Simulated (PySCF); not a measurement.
(Z)-1,2-difluoro-1-methoxyethene (C3H4F2O), SMILES CO/C(F)=C/F. Heavy atoms are numbered as in [CH3:1][O:2]/[C:3]([F:4])=[CH:5]/[F:6]. Hydrogens are named by the atom that carries them.

Geometry: PBE0-D3(BJ)/def2-SVP. The values are those of a single conformer.

These are PBE0/pcSseg-1 (PySCF) values and carry that method's errors.

GIAO shieldings, no solvent; atoms alike by connectivity are averaged. δ = σ(ref) − σ: ¹³C against TMS (σ = 186.3 ppm); ¹⁷O against H2O (σ = 334.2 ppm); ¹⁹F against CFCl3 (σ = 167.2 ppm); ¹H against TMS (σ = 31.56 ppm), references at their B3LYP-D3(BJ)/def2-TZVP geometries, non-relativistic.

```csv
nucleus,atoms,count,δ (ppm)
¹³C,C3,1,163.9
¹³C,C5 (CH),1,130.2
¹³C,C1 (CH3),1,60.3
¹⁷O,O2,1,74.5
¹⁹F,F4,1,-123.2
¹⁹F,F6,1,-213.1
¹H,H on C5,1,6.69
¹H,H on C1,3,3.90
```
